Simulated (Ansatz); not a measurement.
Isomers of C2H6BNO, relaxed with PBE0-D4/def2-TZVP in Ansatz; electronic energies, one conformer each and not always the lowest. Functionals use def2-TZVPP; CBS adds triple-zeta CCSD(T) − MP2 to the MP2 limit of def2-TZVPP and def2-QZVPP.

(1) Order them by energy at frozen-core CCSD(T)/CBS, lowest first. (An estimate is asked.)
A. `BNC(C)=O`
B. `CC1OB1N`
C. `NB1CCO1`

(2) How do B3LYP, PBE-D4, MP2/CBS(def2), B3LYP-D4 place them (kcal/mol, against `NB1CCO1`)? (Best estimate.)

Results:

(1) C (0.0 kcal/mol), B (15.8 kcal/mol), A (21.9 kcal/mol).

(2) Ansatz gave: 
| isomer | B3LYP | PBE-D4 | MP2/CBS(def2) | B3LYP-D4 |
| --- | --- | --- | --- | --- |
| `CC1OB1N` | 13.7 | 13.6 | 15.4 | 14.1 |
| `BNC(C)=O` | 17.9 | 20.5 | 23.4 | 17.8 |

B3LYP here is the variant with VWN-RPA as its local correlation; programs differ in this.
